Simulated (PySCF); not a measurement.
NMR parameters from quadrupole coupling constants

Species: C₅H₈FN.
Cartesian coordinates in Å at the GFN2-xTB level; atoms count from 1:
```
atom  x, y, z in Å
C1     2.0492   -0.7743    1.0083
C2     1.2986   -0.4640   -0.0315
F3     1.2064   -1.3370   -1.0650
C4     0.4685    0.7631   -0.2291
C5    -0.9907    0.4420    0.0865
C6    -1.7663   -0.1796   -1.0260
N7    -1.5507    0.6459    1.1896
H8     2.1447   -0.1046    1.8413
H9     2.5915   -1.7017    1.0458
H10    0.8296    1.5482    0.4365
H11    0.5540    1.0894   -1.2669
H12   -1.8720    0.5322   -1.8438
H13   -2.7515   -0.4677   -0.6731
H14   -1.2415   -1.0532   -1.4076
H15   -0.9741    1.0691    1.9131
```

Computed at PBE0/pcSseg-1 (PySCF, non-relativistic):

```tsv
atom	environment	nucleus	spin I	Q (b)	CQ = χzz (MHz)	η
N7	imine nitrogen	14N	1	0.02044	-4.745	0.286
```

**Question.** Work back to Vxx, Vyy and Vzz; CQ/MHz = 234.96 (Q/b)(Vzz/au).

**Answer.** Vxx = −Vzz(1 − η)/2 and Vyy = −Vzz(1 + η)/2, in au:

```json
{"atom": "N7", "Vxx (au)": "0.353", "Vyy (au)": "0.635", "Vzz (au)": "-0.988", "Vzz (10²¹ V/m²)": "-9.60"}
```

**Question.** Give the quadrupolar product PQ = |CQ|√(1 + η²/3), the quadrupolar frequency νQ = 3|CQ|/[2I(2I − 1)] and the Larmor frequency ν0 = |g| × 7.62259 MHz/T × B at 28.2 T, with g(14N) = 0.40376.

**Answer.** 
```tsv
atom	PQ (MHz)	νQ (MHz)	ν0 (MHz)	νQ/ν0
N7	4.809	7.118	86.79	0.082
```

For N7: PQ = 4.745 × 1.0135, νQ = 4.745 × 1.5000, ν0 = 3.0777 MHz/T × 28.2 T.

**Question.** First-order 14N doublet splittings with the field along y and x of the gradient, (3/4)|CQ|(1 ± η)?

**Answer.** N7: 4.576 and 2.542 MHz.

Isolated species at its GFN2-xTB geometry (one conformer only). GFN2-xTB bond lengths can be off by several hundredths of an ångström, more for odd bonds, and the gradients follow them. These gradients aren't converged with respect to the basis.
